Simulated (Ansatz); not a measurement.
Consider the ligand exchange at a Ge–Br bond: `[CH3][Ge][Br]` + H–F → `[CH3][Ge][F]` + HBr.

Program: Ansatz. Geometries: PBE0-D4/def2-TZVP. ΔE: electronic, gas phase. CBS: MP2 limit from def2 TZ/QZ plus the TZ coupled-cluster correction, frozen cores. This one scheme is used for every species. Functionals use def2-TZVPP. B3LYP here is the variant with VWN-RPA as its local correlation; programs differ in this. HSE06 is defined as in plane-wave codes. For Br, Ge outer-core shells are correlated without core-valence functions, which leaves a few kJ/mol of doubt a bond. Scalar relativity is left out up to krypton.

`[CH3][Ge][Br]`:

Cartesian coordinates in Å:
```
C -0.063 0.650 -0.005
Ge -0.898 -1.004 0.706
Br 0.633 -2.512 -0.264
H 0.966 0.726 0.360
H -0.623 1.536 0.300
H -0.016 0.604 -1.097
```

H–F:

Cartesian coordinates in Å:
```
F -0.355 0.248 -0.154
H 0.355 -0.248 0.154
```

`[CH3][Ge][F]`:

Cartesian coordinates in Å:
```
C -0.102 0.545 -0.183
Ge -0.527 -0.911 1.091
F 0.636 -2.054 0.412
H -0.688 1.449 -0.005
H -0.284 0.189 -1.203
H 0.965 0.782 -0.111
```

HBr:

```xyz
2

Br   -0.386    0.525   -0.282
H     0.386   -0.525    0.282
```

**Question.** Is it downhill or uphill in electronic energy at CCSD(T)/CBS, and by how much? (Estimate.)

**Answer.** Computed: Uphill: ΔE = +6.9 kcal/mol.

**Question.** What do these levels give: revPBE-D4, BLYP-D4, B97M-V, r2SCANh-D4, ωB97M-V, PBE-QIDH, B3LYP, r2SCANh, HSE06, MP2/def2-TZVPP, SCS-MP2/def2-TZVPP, MP2/def2-QZVPP? (Best estimate.)

**Answer.** Ansatz gave: revPBE-D4 6.7, BLYP-D4 4.6, B97M-V 3.1, r2SCANh-D4 6.1, ωB97M-V 4.8, PBE-QIDH 7.5, B3LYP 4.2, r2SCANh 5.9, HSE06 7.2, MP2/def2-TZVPP 7.3, SCS-MP2/def2-TZVPP 5.5, MP2/def2-QZVPP 7.7 kcal/mol.

Largest T1 diagnostic among the species: 0.013.

The D4 term adds +1.4 kcal/mol with B3LYP and +0.8 kcal/mol with PBE0; it sums over pairs of atoms, weighted by their polarisabilities, and B3LYP, whose exchange is more repulsive, gets the larger term. From r2SCAN to r2SCAN0 (25 % exact exchange), in def2-TZVPP and without D4, ΔE moves by +1.5 kcal/mol. Leaving LDA and LC-ωPBE aside and taking each functional with its dispersion term where it has one, the values, not all of them listed here, spread over 4.8 kcal/mol, from B97M-V to HSE06-D4.
